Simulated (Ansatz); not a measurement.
`C[CH2][AlH][CH]=N`, relaxed with RKS PBE-D4/def2-SVP in the Gaussian-basis code of Ansatz from a rough embedded geometry. The force threshold is 0.03 eV/Å; the program also tests the step.

The species carries charge 0 and has multiplicity 1.

Start:

```xyz
13

C     0.130    0.507   -1.652
C    -0.938   -0.097   -0.854
Al   -0.169   -1.168    0.654
C     0.704   -0.305    2.182
N     0.923    0.969    2.207
H    -0.285    1.164   -2.493
H     0.811   -0.214   -2.087
H     0.727    1.258   -1.000
H    -1.562   -0.754   -1.543
H    -1.629    0.683   -0.455
H    -0.437   -2.757    0.666
H     1.149   -0.915    2.928
H     0.575    1.628    1.448
```

| step | energy (eV) | largest force (eV/Å) | largest move (Å) |
| --- | --- | --- | --- |
| 1 | -11311.2541 | 3.013 | 0.000 |
| 2 | -11311.5199 | 1.397 | 0.194 |
| 3 | -11311.6176 | 1.774 | 0.188 |
| 4 | -11311.7104 | 1.466 | 0.200 |
| 5 | -11311.7438 | 0.266 | 0.073 |
| 6 | -11311.7464 | 0.080 | 0.028 |
| 7 | -11311.7473 | 0.123 | 0.029 |
| 8 | -11311.7480 | 0.132 | 0.041 |
| 9 | -11311.7488 | 0.049 | 0.028 |
| 10 | -11311.7494 | 0.044 | 0.068 |
| 11 | -11311.7497 | 0.028 | 0.019 |

End:

```xyz
13

C     0.188    0.578   -1.652
C    -0.915   -0.108   -0.818
Al   -0.260   -1.248    0.662
C     0.746   -0.278    2.097
N     0.842    1.012    2.166
H    -0.231    1.244   -2.437
H     0.835   -0.158   -2.173
H     0.860    1.203   -1.026
H    -1.574   -0.713   -1.479
H    -1.585    0.669   -0.378
H    -0.513   -2.831    0.744
H     1.268   -0.819    2.928
H     0.338    1.449    1.365
```

Hardware: 4 threads of an AMD EPYC 9R45 on a shared host. Wall time 5.5 s, peak host memory 0.16 GiB.
